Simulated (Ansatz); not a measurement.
Isolated molecules relaxed with PBE0-D4/def2-TZVP in Ansatz; ΔE leaves out vibrations. CCSD(T)/CBS adds triple-zeta CCSD(T) − MP2 to the extrapolated MP2 energy (def2 sets, frozen cores). This one scheme is used for every species, atoms too. Functionals use def2-TZVPP. HSE06 is defined as in plane-wave codes. No spin–orbit coupling; open shells (•) take unrestricted orbitals. Spin–orbit coupling would lower the free atoms: a little for C, Cl, O, Si. One conformer a species, not always the lowest.

Reaction (atomization): `OC[SiH2]Cl` → C• + Cl• + 5 H• + O• + Si•

```json
{"level": "r2SCAN-D4", "ΔE (kcal/mol)": "736.8", "difference from CCSD(T)/CBS": "-0.6"}
{"level": "PBE0-D4", "ΔE (kcal/mol)": "732.7", "difference from CCSD(T)/CBS": "-4.7"}
{"level": "r2SCAN0-D4", "ΔE (kcal/mol)": "725.9", "difference from CCSD(T)/CBS": "-11.5"}
{"level": "HSE06-D4", "ΔE (kcal/mol)": "733.2", "difference from CCSD(T)/CBS": "-4.2"}
{"level": "ωB97M-V", "ΔE (kcal/mol)": "738.6", "difference from CCSD(T)/CBS": "1.2"}
{"level": "PBE", "ΔE (kcal/mol)": "739.7", "difference from CCSD(T)/CBS": "2.3"}
{"level": "revPBE", "ΔE (kcal/mol)": "714.2", "difference from CCSD(T)/CBS": "-23.2"}
{"level": "BLYP", "ΔE (kcal/mol)": "720.3", "difference from CCSD(T)/CBS": "-17.1"}
{"level": "r2SCAN", "ΔE (kcal/mol)": "735.8", "difference from CCSD(T)/CBS": "-1.6"}
{"level": "r2SCANh", "ΔE (kcal/mol)": "731.2", "difference from CCSD(T)/CBS": "-6.2"}
{"level": "r2SCAN0", "ΔE (kcal/mol)": "724.7", "difference from CCSD(T)/CBS": "-12.7"}
{"level": "BHLYP", "ΔE (kcal/mol)": "707.8", "difference from CCSD(T)/CBS": "-29.6"}
{"level": "CCSD(T)/def2-TZVPP", "ΔE (kcal/mol)": "716.2", "difference from CCSD(T)/CBS": "-21.2"}
{"level": "HF/def2-QZVPP", "ΔE (kcal/mol)": "536.2", "difference from CCSD(T)/CBS": "-201.2"}
{"level": "MP2/def2-QZVPP", "ΔE (kcal/mol)": "739.7", "difference from CCSD(T)/CBS": "2.3"}
{"level": "HF/CBS(def2)", "ΔE (kcal/mol)": "536.4", "difference from CCSD(T)/CBS": "-201.0"}
{"level": "CCSD(T)/CBS", "ΔE (kcal/mol)": "737.4", "difference from CCSD(T)/CBS": "0"}
```

Largest T1 diagnostic among the species: 0.012.

In def2-TZVPP, CCSD(T) changes the Hartree–Fock value by +181.1 kcal/mol (the triples alone add +10.2 kcal/mol) and MP2 by +192.0 kcal/mol; breaking electron pairs costs correlation energy, which Hartree–Fock lacks. From r2SCAN to r2SCAN0 (25 % exact exchange), in def2-TZVPP and without D4, ΔE moves by −11.1 kcal/mol: exact exchange takes away binding that semilocal exchange gives to molecules. Leaving LDA and LC-ωPBE aside and taking each functional with its dispersion term where it has one, the values, not all of them listed here, spread over 30.9 kcal/mol, from BHLYP-D4 to PBE-D4. LDA lies +98.8 kcal/mol from PBE without D4, its usual overbinding.

For atomizations the MP2-based limit and the directly extrapolated one differ by several kJ/mol either way, and by 10 to 25 for some Ge, Se and Sn compounds, so smaller differences from it don't rank the levels.
